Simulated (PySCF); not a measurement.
A structure optimised at B3LYP-D3(BJ)/def2-SVP, used in a PySCF frequency run:

```
C
C 1 1.3475
H 2 1.1006 1 118.14
H 1 1.1006 2 118.28 3 179.86
Si 2 1.8771 3 117.54 1 -179.97
H 5 1.4916 2 109.15 3 179.86
H 5 1.4939 6 109.39 4 121.44
H 5 1.4941 6 109.35 7 117.49
Si 1 1.8799 4 117.39 2 179.10
H 9 1.4940 1 107.29 4 178.12
H 9 1.4944 10 109.69 3 121.96
C 9 1.8745 10 110.97 11 118.73
C 12 1.3403 9 123.81 10 -122.78
H 13 1.0962 12 122.24 9 -179.29
H 13 1.0962 14 115.98 12 179.91
H 12 1.0989 13 118.04 14 -0.21
```
Charge 0, spin multiplicity 1.

Write its SMILES and formula.

C=C[SiH2]/C=C/[SiH3], C₄H₁₀Si₂

What are its rotational constants (standard atomic weights)?

7.4674, 0.71791, 0.68628 GHz
